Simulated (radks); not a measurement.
Isoelectronic series with 20 electrons, each ion in its NIST ground configuration. Calculated with a radial shooting solver on a logarithmic mesh with Libxc functionals: non-relativistic Kohn-Sham, PBE, spin-polarised, spherical densities, point nucleus; open shells are filled with parallel spins first. Total energies (hartree) and mean radii <r> (bohr) (* marks an orbital that is empty in some or all of the ions):

| ion | configuration | E (hartree) | 4s* | 3p | 3s |
|---|---|---|---|---|---|
| Ca | [Ar] 4s2 | -677.34882 | 4.036 | 1.272 | 1.162 |
| Sc+ | [Ar] 3d1 4s1 | -760.15484 | 3.338 | 1.171 | 1.082 |
| Ti2+ | [Ar] 3d2 | -848.35128 | 2.927 | 1.085 | 1.014 |
| V3+ | [Ar] 3d2 | -941.75090 | 2.517 | 0.9947 | 0.9436 |
| Cr4+ | [Ar] 3d2 | -1040.31002 | 2.223 | 0.9179 | 0.8815 |
| Mn5+ | [Ar] 3d2 | -1144.01510 | 2.001 | 0.8522 | 0.8269 |
| Fe6+ | [Ar] 3d2 | -1252.85800 | 1.824 | 0.7956 | 0.7784 |
| Co7+ | [Ar] 3d2 | -1366.83328 | 1.679 | 0.7462 | 0.7353 |
| Ni8+ | [Ar] 3d2 | -1485.93702 | 1.557 | 0.7027 | 0.6968 |
| Cu9+ | [Ar] 3d2 | -1610.16629 | 1.454 | 0.6641 | 0.6621 |
| Zn10+ | [Ar] 3d2 | -1739.51884 | 1.364 | 0.6297 | 0.6307 |
| Ga11+ | [Ar] 3d2 | -1873.99288 | 1.285 | 0.5987 | 0.6021 |
| Ge12+ | [Ar] 3d2 | -2013.58698 | 1.216 | 0.5707 | 0.5761 |
| As13+ | [Ar] 3d2 | -2158.29997 | 1.154 | 0.5453 | 0.5522 |
| Se14+ | [Ar] 3d2 | -2308.13086 | 1.098 | 0.5220 | 0.5303 |
| Br15+ | [Ar] 3d2 | -2463.07887 | 1.048 | 0.5007 | 0.5100 |
| Kr16+ | [Ar] 3d2 | -2623.14330 | 1.002 | 0.4811 | 0.4913 |
